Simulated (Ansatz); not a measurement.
Geometry optimisation, RHF/def2-SVP in Ansatz.

The input (input.yaml):

```yaml
crystal:
  periodic: [false, false, false]
  atoms:
    - { symbol: "N", position_ang: [-1.4056, -0.0953, -1.0221] }
    - { symbol: C, position_ang: [-0.4484, 0.8036, -0.6954] }
    - { symbol: C, position_ang: [0.6074, 0.5482, 0.0304] }
    - { symbol: C, position_ang: [1.0673, -0.7402, 0.6905] }
    - { symbol: F, position_ang: [0.0045, -1.686, 0.5743] }
    - { symbol: Br, position_ang: [1.3378, -0.3945, 2.5801] }
    - { symbol: H, position_ang: [-1.4439, -0.9027, -0.468] }
    - { symbol: H, position_ang: [-2.3321, 0.4055, -1.096] }
    - { symbol: H, position_ang: [-0.5795, 1.8192, -1.0732] }
    - { symbol: H, position_ang: [1.3577, 1.3556, 0.2059] }
    - { symbol: H, position_ang: [1.9002, -1.1705, 0.2941] }
basis:
  gaussian: { orbitals: def2-SVP }
hamiltonian:
  xc: hf
relax:
  f_tol: 0.02
  max_steps: 50
```

Launched with:

```bash
$ ansatz run input.yaml --threads 2 --pin off --max-ram 3072MiB --backend cpu --events-out ev --progress --plain --runs-dir out
```

Problem. Where does it end, and by what steps?

Solution. The run converged. After 14 steps the energy has fallen by 0.554 eV; Br6 moved furthest, 0.45 Å.

| step | energy less start (eV) | largest force component (eV/Å) | accepted |
| --- | --- | --- | --- |
| 0 | 0.0000 | 5.747 | yes |
| 1 | -0.4505 | 1.404 | yes |
| 2 | -0.5241 | 0.413 | yes |
| 3 | -0.5350 | 0.198 | yes |
| 4 | -0.5383 | 0.227 | yes |
| 5 | -0.5425 | 0.147 | yes |
| 6 | -0.5457 | 0.110 | yes |
| 7 | -0.5481 | 0.066 | yes |
| 8 | -0.5503 | 0.105 | yes |
| 9 | -0.5513 | 0.117 | yes |
| 10 | -0.5527 | 0.140 | yes |
| 11 | -0.5532 | 0.122 | yes |
| 12 | -0.5534 | 0.061 | yes |
| 13 | -0.5535 | 0.035 | yes |
| 14 | -0.5536 | 0.010 | yes |

```xyz
11
Properties=species:S:1:pos:R:3
N -1.540 -0.006 -0.826
C -0.446 0.789 -0.664
C 0.715 0.527 -0.055
C 1.078 -0.719 0.657
F 0.306 -1.761 0.305
Br 0.916 -0.529 2.628
H -1.609 -0.854 -0.305
H -2.403 0.436 -1.055
H -0.542 1.759 -1.137
H 1.472 1.299 -0.049
H 2.116 -0.997 0.520
```

Whether the end is a true minimum wasn't checked by a vibrational analysis.

The run took 29 s on 2 threads of Intel(R) Xeon(R) 6975P-C (Granite Rapids), on a shared host, peak memory 0.34 GiB.
